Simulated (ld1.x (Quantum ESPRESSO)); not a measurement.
What one change does to a pseudopotential (In, TM)

```
Element                 : In (Z = 49)
Generator               : ld1.x (Quantum ESPRESSO) 7.5
Type                    : norm-conserving Troullier–Martins (Kleinman–Bylander form)
Functional              : LDA (PZ)
Relativity              : scalar-relativistic
Frozen core             : [Kr]
Valence charge          : 13
Reference configuration : 4d10 5s2 5p1
Partial waves           : 5s (bound): rc 1.95 bohr; 5p (bound): rc 2.30 bohr; 4d (bound): rc 1.30 bohr; 4f channel at -0.1 Ry: rc 2.05 bohr
Local potential         : all-electron potential smoothed inside 1.80 bohr (lloc = -2)
Core correction         : none
```

All-electron outer shells of the reference configuration (LDA (PZ), scalar-relativistic, ld1.x):

```csv
shell,level (eV),outermost node (bohr),outermost maximum (bohr)
4s,-119.46,0.41,0.77
4p,-78.05,0.42,0.82
4d,-18.71,0.40,0.94
5s,-8.49,1.02,2.13
5p,-2.70,1.14,2.85
```

Change: local potential all-electron potential smoothed inside 1.84 bohr (lloc = -2).

Cutoffs: the cutoffs (Ry, on a coarse ladder) from which the occupation-weighted sum of valence levels, in a spherical-Bessel basis at the reference potential, stays within 10 and 1 mRy of its value at 400 Ry; they do not see the model core or the augmentation charge, which bear on the density cutoff. Errors are all-electron minus pseudo energies relative to the spin-unpolarised reference configuration.

What does the change do?

The potential gets neither clearly harder nor softer (90 Ry and 140 Ry → 90 Ry and 140 Ry); the number of tests with a reliable result goes from 9 to 8; of the 8 tests that both files solve, the error grows in 1 and shrinks in 0 by more than 15 % and 0.3 meV (median size 2.9 → 2.7 meV); neither file shows a bound ghost.

| quantity | base | changed |
| --- | --- | --- |
| cutoff, loose | 90 Ry | 90 Ry |
| cutoff, tight | 140 Ry | 140 Ry |
| bound ghosts | none | none |
| tests with a reliable result | 9 of 9 | 8 of 9 |
| error for 4d10 5s2 5p0, meV [ΔE 5.59 eV] | -0.8 | -0.9 |
| error for 4d10 5s0 5p0, meV [ΔE 54.00 eV] | +7.3 | +7.1 |
| error for 4d10 5s1 5p2, meV [ΔE 5.94 eV] | +0.7 | +0.6 |
| error for 4d10 5s1 5p1, meV [ΔE 12.29 eV] | +4.5 | +4.2 |
| error for 4d10 5s2 5p0.5, meV [ΔE 2.05 eV] | -0.3 | -0.3 |
| error for 4d9 5s2 5p1, meV [ΔE 25.22 eV] | -48 | -61 |
| error for 4d10 5s2 5p1 (spin-polarised), meV [ΔE -0.12 eV] | +1.2 | +1.2 |
| error for 4d10 5s1 5p0 (spin-polarised), meV [ΔE 25.03 eV] | +12 | +12 |
| s: phases at 2.50 bohr within 0.05 rad from the reference energy up to (Ry; the scan ends near 5) | 0.9 | 1.0 |
| p: phases at 2.50 bohr within 0.05 rad from the reference energy up to (Ry; the scan ends near 5) | 1.7 | 1.8 |
| d: phases at 2.50 bohr within 0.05 rad from the reference energy up to (Ry; the scan ends near 5) | 1.2 | 1.1 |
| f: phases at 2.50 bohr within 0.05 rad from the reference energy up to (Ry; the scan ends near 5) | 1.8 | 1.7 |
